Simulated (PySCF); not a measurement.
Homolysis of single bonds, series silaethenyl-X. All species are isolated molecules in the gas phase. One relaxed conformer stands for each flexible species; it need not be the lowest. Strings in code marks are SMILES.

The four lowest singlet excitations (Tamm–Dancoff). Calculation: ωB97X-D3(BJ)/def2-TZVP // PBE0-D3(BJ)/def2-TZVP (PySCF). Excitations are Tamm–Dancoff values on a coarser integration grid. The basis has no diffuse functions, so Rydberg states are missing or too high.

| state | energy (eV) | wavelength (nm) | oscillator strength |
|---|---|---|---|
| S1 | 5.74 | 216 | 0.368 |
| S2 | 6.48 | 191 | 0.085 |
| S3 | 6.70 | 185 | 0.024 |
| S4 | 7.17 | 173 | 0.000 |

Question: Name which member gives these states.
A) `C=[SiH]SC` (C–Si–S–C torsion 0°)
B) `C=[SiH]O` (C–Si–O–H torsion 0°)
C) `C=[SiH]N` (C–Si–N–H torsion 0°)
D) `C=[SiH]C`

Answer: D, `C=[SiH]C`
